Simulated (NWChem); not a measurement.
# Total energies of C₂H₂F

```
C
C 1 1.3179
F 2 1.2982 1 130.66
H 1 1.0905 2 120.02 3 180.00
H 1 1.0970 4 119.30 2 180.00
```
Charge 0, spin multiplicity 2.

The numbers come from NWChem runs, not from measurements. The geometry was optimised at UPBE0/def2-SVP, a minimum by its harmonic frequencies.

Basis set: cc-pVDZ (52 functions).

| method | total energy (Ha) | relative cost |
|---|---|---|
| UHF | -176.24988 | 1 |
| UMP2 | -176.66039 | under 3 |
| UB2PLYP | -176.98631 | under 3 |
| UPBE | -176.94991 | under 3 |
| UB3LYP | -177.14670 | under 3 |
| Ur2SCAN | -177.06127 | under 3 |

Total energies of different functionals aren't comparable as a measure of quality: only differences taken within one method are. Costs are rough ratios of processor time within this set of runs, SCF included, with UHF as 1.

The correlated methods keep 3 core orbitals frozen. B3LYP has NWChem's definition, with VWN1-RPA local correlation. The structure started from a generated list of species. The unpaired electrons of the parent sit in orbitals of symmetry a' (Cs labels of the run); other states weren't searched. No SCF solution was tested for a lower state. Open-shell Hartree-Fock references start from PBE0 orbitals; any time given for them includes that run.
